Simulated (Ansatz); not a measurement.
Species: AgF, charge 0, singlet. AgF (SMILES [F][Ag]).
B3LYP-D3(BJ)/def2-TZVP minimum from Ansatz (a quantum-chemistry and plane-wave program):
```xyz
2

Ag     0.0000     0.0000    -0.3209
F      0.0000     0.0000     1.6759
```
Charge 0, spin multiplicity 1.

Total energies in hartree (Ansatz). UHF or UKS for unpaired electrons; spin-orbit terms are left out. Cores are frozen in correlated methods (noble-gas shells, and filled d and f shells in the p block). Past Kr the def2 sets carry scalar-relativistic core potentials. The T1 diagnostic of AgF ([F][Ag], singlet) reaches 0.027 in the sets run.

```csv
species,HF/def2-TZVPP,CCSD(T)/def2-TZVPP,HF/def2-QZVPP,CCSD(T)/def2-QZVPP,CCSDT(Q)/def2-TZVPP
1: AgF (SMILES [F][Ag]),-245.59068,-246.23116,-245.59908,-246.29902,-246.23129
2: Ag (doublet),-146.11696,-146.48684,-146.11809,-146.52236,-146.48614
3: F (doublet),-99.41180,-99.62506,-99.41589,-99.65118,-99.62536
```

Task: Work out the atomisation energy (electronic, to ground-state atoms) in kcal/mol: take Hartree-Fock from def2-QZVPP, extrapolate the CCSD(T) correlation energy as X^-3 (X = 3, 4), and add CCSDT(Q) - CCSD(T) in def2-TZVPP. 1 hartree = 627.51 kcal/mol.

Result: 
Species 1: correlation (64·(-0.69994) - 27·(-0.64048))/37 = -0.74333; step -0.00013; E1 = -245.59908 + (-0.74333) + (-0.00013) = -246.34254
Species 2: correlation (64·(-0.40427) - 27·(-0.36988))/37 = -0.42937; step +0.00070; E2 = -146.11809 + (-0.42937) + (+0.00070) = -146.54676
Species 3: correlation (64·(-0.23529) - 27·(-0.21326))/37 = -0.25137; step -0.00030; E3 = -99.41589 + (-0.25137) + (-0.00030) = -99.66756
-1·E1 +1·E2 +1·E3 = 0.12822 hartree = 80.5 kcal/mol.
